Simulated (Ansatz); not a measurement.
CH6O3Si, SMILES `O[SiH2]C(O)O` at its PBE0-D4/def2-TZVP geometry, where that method's forces vanish. The species carries charge 0 and has multiplicity 1.

```tsv
atom	x (Å)	y (Å)	z (Å)
O1	-1.6323	-0.5967	-0.8925
Si2	-1.0817	0.4798	0.2345
C3	0.8117	0.2961	0.2595
O4	1.0554	-0.9932	0.7798
O5	1.3496	0.4483	-1.0315
H6	-1.5289	-1.5235	-0.6667
H7	-1.6531	0.2242	1.5833
H8	-1.4611	1.8238	-0.2583
H9	1.3161	1.0616	0.8622
H10	2.0070	-1.1452	0.7718
H11	0.8173	-0.0753	-1.6419
```

For each bond, give half the difference of the two atoms' forces along it (eV/Å; positive pushes the atoms apart) under PBE-D4, r2SCAN-D4, B3LYP-D4, ωB97M-V in def2-TZVPP. (Estimate.)

Ansatz gave: 
```tsv
bond	length (Å)	PBE-D4	r2SCAN-D4	B3LYP-D4	ωB97M-V
O1–Si2	1.653	0.34	0.04	0.15	0.15
O1–H6	0.959	0.34	0.02	-0.01	-0.05
Si2–C3	1.902	-0.11	-0.10	-0.03	-0.10
Si2–H7	1.487	-0.01	-0.03	-0.12	-0.14
Si2–H8	1.481	0.05	-0.02	-0.13	-0.15
C3–O4	1.411	0.32	0.30	0.30	0.24
C3–O5	1.407	0.33	0.30	0.29	0.23
C3–H9	1.097	0.05	-0.10	-0.19	-0.17
O4–H10	0.964	0.41	0.01	-0.05	-0.10
O5–H11	0.964	0.41	0.01	-0.05	-0.11
```

B3LYP here is the variant with VWN-RPA as its local correlation; programs differ in this.
